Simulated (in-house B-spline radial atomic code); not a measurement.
Radial electron density of neutral europium, [Xe] 4f7 6s2. Computed with a radial B-spline atomic code at the basis-set limit: Dirac-Kohn-Sham CAM-B3LYP, spherical fractional occupations, Fermi nucleus of rms radius 5.1115 fm.

Caution: exact exchange at fractional occupations of open shells leaves self-interaction of up to several eV.

Columns: r (bohr), 4πr²n(r) (electrons per bohr), bar.

```
0.000793    2.659 #
0.000997    3.895 ##
 0.00125     5.64 ##
 0.00158    8.204 ###
 0.00198    11.65 #####
 0.00249    16.41 #######
 0.00313    22.73 #########
 0.00394    30.89 ############
 0.00495    40.79 #################
 0.00622    52.18 #####################
 0.00783    64.24 ##########################
 0.00984    75.18 ##############################
  0.0124    83.08 ##################################
  0.0156    85.86 ###################################
  0.0196     83.3 ##################################
  0.0246    78.06 ################################
  0.0309     75.6 ###############################
  0.0389    81.54 #################################
  0.0489    95.69 #######################################
  0.0614    108.7 ############################################
  0.0772    108.6 ############################################
  0.0971     94.4 ######################################
   0.122    83.22 ##################################
   0.153       89 ####################################
   0.193    97.68 ########################################
   0.243    82.53 #################################
   0.305    52.41 #####################
   0.383    39.74 ################
   0.482    46.14 ###################
   0.606    44.33 ##################
   0.762    29.41 ############
   0.958    16.97 #######
     1.2    11.83 #####
    1.51    8.488 ###
     1.9    4.802 ##
    2.39    2.158 #
    3.01     1.05 
    3.78   0.6997 
    4.76   0.4523 
    5.98   0.2153 
    7.52  0.06623 
    9.45  0.01202 
    11.9 0.001125 
    14.9 5.201e-05
```

On this grid the curve has 4 maxima, near 0.0156, 0.0614, 0.193, 0.482 bohr.

The 6s1/2 radial function P(r) = rR(r), positive near the nucleus, with its small component Q(r) (sign convention: Q ≈ (P' + κP/r)/2c):

```json
{"r (bohr)": "0.000317", "P": "0.004435", "Q": "-0.00104"}
{"r (bohr)": "0.000502", "P": "0.006599", "Q": "-0.001593"}
{"r (bohr)": "0.000793", "P": "0.009715", "Q": "-0.002384"}
{"r (bohr)": "0.00125", "P": "0.0141", "Q": "-0.003511"}
{"r (bohr)": "0.00198", "P": "0.02015", "Q": "-0.005109"}
{"r (bohr)": "0.00313", "P": "0.02785", "Q": "-0.007256"}
{"r (bohr)": "0.00495", "P": "0.03651", "Q": "-0.009956"}
{"r (bohr)": "0.00783", "P": "0.04357", "Q": "-0.01292"}
{"r (bohr)": "0.0124", "P": "0.04325", "Q": "-0.01525"}
{"r (bohr)": "0.0196", "P": "0.02639", "Q": "-0.01521"}
{"r (bohr)": "0.0309", "P": "-0.01318", "Q": "-0.01069"}
{"r (bohr)": "0.0489", "P": "-0.061", "Q": "-0.001293"}
{"r (bohr)": "0.0772", "P": "-0.06089", "Q": "0.007631"}
{"r (bohr)": "0.122", "P": "0.03231", "Q": "0.006827"}
{"r (bohr)": "0.193", "P": "0.1028", "Q": "-0.002916"}
{"r (bohr)": "0.305", "P": "-0.03799", "Q": "-0.005093"}
{"r (bohr)": "0.482", "P": "-0.145", "Q": "0.002429"}
{"r (bohr)": "0.762", "P": "0.1075", "Q": "0.002796"}
{"r (bohr)": "1.2", "P": "0.2333", "Q": "-0.001637"}
{"r (bohr)": "1.9", "P": "-0.1329", "Q": "-0.00178"}
{"r (bohr)": "3.01", "P": "-0.5104", "Q": "0.0001316"}
{"r (bohr)": "4.76", "P": "-0.4641", "Q": "0.0007518"}
{"r (bohr)": "7.52", "P": "-0.1807", "Q": "0.0003603"}
{"r (bohr)": "11.9", "P": "-0.02354", "Q": "5.017e-05"}
```
